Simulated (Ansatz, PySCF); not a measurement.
C4H12Si2, SMILES CC[C@@H]1C[SiH2][SiH2]1. Atoms are numbered in the order given.

```xyz
18

C      3.0058     0.1930     0.5921
C      1.9545    -0.3406    -0.3826
C      0.5648     0.2749    -0.1941
C     -0.1125     0.0297     1.1958
Si    -1.9554     0.2479     0.6939
Si    -0.8955    -0.3032    -1.3185
H      2.7299    -0.0201     1.6371
H      3.9924    -0.2623     0.4093
H      3.1176     1.2860     0.4952
H      1.8770    -1.4381    -0.2777
H      2.2911    -0.1603    -1.4191
H      0.6359     1.3696    -0.3452
H      0.2766     0.6616     2.0101
H      0.0369    -1.0223     1.4997
H     -2.9565    -0.6193     1.3820
H     -2.4040     1.6699     0.7845
H     -0.8335    -1.7754    -1.5755
H     -1.0901     0.4033    -2.6199
```

The structure is a stationary point at B3LYP-D3(BJ)/def2-SVP. The structure was generated by enumeration; whether it is a known compound was not checked. Other conformers were not sampled.

Two levels are set side by side: PBE-D3(BJ)/def2-SVP (Ansatz, an electronic-structure program) and B3LYP-D3(BJ)/def2-SVP (Ansatz). Each level has its own optimised geometry; the coordinates shown are those of the second. Frequencies come from the Hessian of PySCF at each geometry. Differences are taken from unrounded values.

| quantity | B3LYP-D3(BJ) |
|---|---|
| mean bond length (Å) | 1.424 |
| bond C1–C2 (Å) | 1.530 |
| bond C2–C3 (Å) | 1.532 |
| bond C3–C4 (Å) | 1.565 |
| bond C3–Si6 (Å) | 1.932 |
| bond C4–Si5 (Å) | 1.922 |
| bond Si5–Si6 (Å) | 2.340 |
| bond C1–H7 (Å) | 1.102 |
| bond C1–H8 (Å) | 1.102 |
| bond C1–H9 (Å) | 1.103 |
| bond C2–H10 (Å) | 1.105 |
| bond C2–H11 (Å) | 1.105 |
| bond C3–H12 (Å) | 1.107 |
| bond C4–H13 (Å) | 1.102 |
| bond C4–H14 (Å) | 1.105 |
| bond Si5–H15 (Å) | 1.492 |
| bond Si5–H16 (Å) | 1.494 |
| highest harmonic wavenumber (cm⁻¹) | 3110 |
| mean harmonic wavenumber (cm⁻¹) | 1321 |
| zero-point energy (kcal/mol) | 90.63 |

Task: What does PBE-D3(BJ) give, and how far is it from B3LYP-D3(BJ)? (Estimate from the structure and the level; the computed values follow.)

Result: 
| quantity | PBE-D3(BJ) | PBE-D3(BJ) minus B3LYP-D3(BJ) |
|---|---|---|
| mean bond length (Å) | 1.431 | 0.007 |
| bond C1–C2 (Å) | 1.531 | 0.002 |
| bond C2–C3 (Å) | 1.534 | 0.002 |
| bond C3–C4 (Å) | 1.565 | -0.001 |
| bond C3–Si6 (Å) | 1.939 | 0.007 |
| bond C4–Si5 (Å) | 1.928 | 0.006 |
| bond Si5–Si6 (Å) | 2.342 | 0.001 |
| bond C1–H7 (Å) | 1.109 | 0.008 |
| bond C1–H8 (Å) | 1.109 | 0.007 |
| bond C1–H9 (Å) | 1.110 | 0.007 |
| bond C2–H10 (Å) | 1.113 | 0.008 |
| bond C2–H11 (Å) | 1.112 | 0.008 |
| bond C3–H12 (Å) | 1.116 | 0.009 |
| bond C4–H13 (Å) | 1.110 | 0.008 |
| bond C4–H14 (Å) | 1.113 | 0.008 |
| bond Si5–H15 (Å) | 1.506 | 0.013 |
| bond Si5–H16 (Å) | 1.507 | 0.013 |
| highest harmonic wavenumber (cm⁻¹) | 3058 | -52 |
| mean harmonic wavenumber (cm⁻¹) | 1284 | -36 |
| zero-point energy (kcal/mol) | 88.13 | -2.50 |

Exact exchange shortens and stiffens bonds; PBE has none. Differences between two approximate levels are no errors against the true value.
